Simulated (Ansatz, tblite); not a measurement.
Two members of one family (BiSn 3 atoms), computed with Ansatz in the gas phase; def2 core potentials for Bi, Sn, no spin–orbit coupling. The two geometries come from different levels. HOMO and LUMO are taken over both spins. Binding counts from free atoms in the multiplicity of their measured ground term, without zero-point energy. Singlets are spin-restricted. The spins of the ions were chosen, not always searched. A dash marks a value that wasn't run or was left out as unsound. The structures are stationary points that may keep the symmetry of their start. Remarks come from the PBE and PBE0 runs and from stability tests at other levels; not every state was tested. A HOMO above zero means that the electron is unbound at that level and held by the basis, or that self-interaction error raises the level; the energy of removing that electron tells which.

First: Sn2Bi (doublet, charge 0, r2SCAN-D4/def2-SVP geometry; reduced ion singlet).

Cartesian coordinates in Å:
```
Bi 1.334 0.873 -0.116
Sn -0.210 -0.958 1.387
Sn -1.124 0.086 -1.272
```

```
               level  HOMO (eV)  LUMO (eV)  gap (eV)  vertical EA (eV)  binding per atom (eV)
     PBE-D4/def2-SVP      -4.85      -4.19      0.66                 –                   1.96
   PBE-D4/def2-TZVPD      -4.89      -4.20      0.69              2.03                   1.99
r2SCAN-D4/def2-TZVPD      -5.12      -3.98      1.13              2.02                   1.80
    PBE0-D4/def2-SVP      -5.67      -3.54      2.13                 –                   1.78
  PBE0-D4/def2-TZVPD      -5.67      -3.51      2.16              2.05                   1.82
```

The relaxed quartet lies at 1.13 eV (r2SCAN-D4/def2-TZVP) to 1.29 eV (B2PLYP/def2-TZVP) from the doublet. Remarks: HOMO above zero (-1 singlet).

Second: SnBi2 (singlet, charge 0, PBE0-D4/def2-SVP geometry).

```xyz
3

Bi   -0.7498   -1.4512    0.2062
Bi    0.0196    1.0677    1.2531
Sn    0.7302    0.3835   -1.4593
```

Task: Estimate the same table for the second.

Result: 
```csv
level,HOMO (eV),LUMO (eV),gap (eV),vertical EA (eV),binding per atom (eV)
PBE-D4/def2-SVP,-4.79,-3.59,1.20,–,1.94
PBE-D4/def2-TZVPD,-4.84,-3.65,1.19,1.49,1.99
r2SCAN-D4/def2-TZVPD,-5.05,-3.65,1.40,1.68,1.69
PBE0-D4/def2-SVP,-5.63,-3.02,2.61,–,1.72
PBE0-D4/def2-TZVPD,-5.64,-3.05,2.59,1.60,1.77
```

The relaxed triplet lies at 0.83 eV (r2SCAN0-D4/def2-TZVP) to 1.17 eV (LDA (SPW92)/def2-TZVP) from the singlet. The relaxed quintet lies at 1.96 eV (r2SCAN0-D4/def2-TZVP) to 2.88 eV (LDA (SPW92)/def2-TZVP) from the singlet. Remarks: HOMO above zero (-1 doublet).
